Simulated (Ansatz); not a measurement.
Program: Ansatz. Geometries: PBE0-D4/def2-TZVP. ΔE: electronic, gas phase. CBS: MP2 limit from def2 TZ/QZ plus the TZ coupled-cluster correction, frozen cores. Functionals use def2-TZVPP. B3LYP here is the variant with VWN-RPA as its local correlation; programs differ in this. HSE06 is defined as in plane-wave codes. For Ga outer-core shells are correlated without core-valence functions, which leaves a few kJ/mol of doubt a bond. Scalar relativity is left out up to krypton. Each species was taken in one conformer, which may not be the lowest.

Reaction (redistribution): `C[SiH](F)N[SiH2]F` + `[CH3][GaH2]` → `F[SiH2][GaH2]` + `CN[SiH](C)F`

Q: Is it downhill or uphill in electronic energy at CCSD(T)/CBS, and by how much? (Estimate.)

A: The calculation gave: Uphill: ΔE = +1.57 eV.

Q: What do these levels give: LDA (SPW92), BLYP-D4, r2SCANh-D4, HSE06-D4, PBE0, B3LYP, r2SCANh, r2SCAN0, CAM-B3LYP, CCSD(T)/def2-SVP, CCSD/def2-TZVPP, CCSD(T)/def2-TZVPP? (Best estimate.)

A: Ansatz gave: LDA (SPW92) 1.36, BLYP-D4 1.38, r2SCANh-D4 1.52, HSE06-D4 1.39, PBE0 1.38, B3LYP 1.43, r2SCANh 1.51, r2SCAN0 1.53, CAM-B3LYP 1.49, CCSD(T)/def2-SVP 1.37, CCSD/def2-TZVPP 1.55, CCSD(T)/def2-TZVPP 1.56 eV.

Largest T1 diagnostic among the species: 0.013.

From PBE to PBE0 (25 % exact exchange), in def2-TZVPP and without D4, ΔE moves by +0.08 eV. Leaving LDA and LC-ωPBE aside and taking each functional with its dispersion term where it has one, the values, not all of them listed here, spread over 0.24 eV, from revPBE-D4 to ωB97M-V. LDA lies +0.05 eV from PBE without D4.
